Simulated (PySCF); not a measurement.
**Electric field gradients and quadrupole coupling constants**

Compound: 3-methyl-1-(methylsulfinyl)butane, C6H14OS.
Atom-mapped SMILES: `[CH3:1][CH:2]([CH3:3])[CH2:4][CH2:5][S@@:6]([CH3:7])=[O:8]` (hydrogens: H9, H10, H11 on C1; H12 on C2; H13, H14, H15 on C3; H16, H17 on C4; H18, H19 on C5; H20, H21, H22 on C7)

Cartesian coordinates in Å at the GFN2-xTB level; atoms count from 1:
```xyz
22
C6H14OS angstrom
C     -1.8423   -1.4356   -0.1891
C     -1.5845    0.0695   -0.1823
C     -2.7461    0.7946    0.4938
C     -0.2731    0.4142    0.5339
C      0.9648   -0.1098   -0.1729
S      2.4624    0.5932    0.6777
C      3.6728   -0.1024   -0.5383
O      2.4218    2.0338    0.4271
H     -1.8701   -1.8182    0.8291
H     -2.7982   -1.6523   -0.6605
H     -1.0693   -1.9664   -0.7390
H     -1.5135    0.4178   -1.2192
H     -2.5890    1.8705    0.4791
H     -2.8393    0.4754    1.5300
H     -3.6812    0.5772   -0.0175
H     -0.1820    1.5013    0.6002
H     -0.3014    0.0204    1.5531
H      0.9856    0.2112   -1.2134
H      1.0499   -1.1919   -0.1092
H      3.4738    0.3136   -1.5194
H      4.6674    0.1853   -0.2140
H      3.5809   -1.1821   -0.5419
```

Field gradients from the PBE0/pcSseg-1 density (PySCF, non-relativistic), principal values in atomic units, ordered |Vxx| ≤ |Vyy| ≤ |Vzz|:

| atom | Vxx | Vyy | Vzz |
| --- | --- | --- | --- |
| S6 | 0.9117 | 1.1117 | -2.0233 |
| O8 | -0.5066 | -1.1837 | 1.6903 |

**Question.** Find the asymmetry η = (Vxx − Vyy)/Vzz and the couplings χ = eQV/h (234.96 MHz × Q in barn × V in au), with Q(33S) = −0.0678 b, Q(17O) = −0.0256 b.

**Answer.** 
```tsv
atom	environment	nucleus	η	χzz (MHz)	χxx (MHz)	χyy (MHz)
S6	sulfinyl sulfur	33S	0.10	32.23	-14.52	-17.71
O8	sulfinyl oxygen	17O	0.40	-10.17	3.05	7.12
```

**Question.** What is Vzz at O8 in SI units (1 au = 9.71736 × 10²¹ V/m²)?

**Answer.** 1.6903 au = 16.426 × 10²¹ V/m².

**Question.** And the gradient at the other heavy atoms, for which no coupling is worked out here?

**Answer.** 
| atom | environment | Vzz (au) | η |
| --- | --- | --- | --- |
| C1 | methyl carbon | 0.037 | 0.14 |
| C2 | sp3 CH carbon | -0.044 | 0.63 |
| C3 | methyl carbon | 0.048 | 0.20 |
| C4 | chain CH2 carbon | -0.087 | 1.00 |
| C5 | sp3 carbon bound to sulfur | 0.202 | 0.12 |
| C7 | S-methyl carbon | 0.205 | 0.16 |

Were the hydrogens deuterons (Q(2H) = 0.00286 b), χzz would run from 197 kHz (H16 and H12) to 215 kHz (H22).

Isolated species at its GFN2-xTB geometry (one conformer only). GFN2-xTB bond lengths can be off by several hundredths of an ångström, more for odd bonds, and the gradients follow them. These gradients aren't converged with respect to the basis.

These values come from a run that also computed NMR shieldings. Hardware: one thread, Arm Neoverse V1 (aarch64), shared host with 64 logical CPUs at a one-minute load of 13. Cost: 39 s of wall time, 1.0 GiB resident at most.
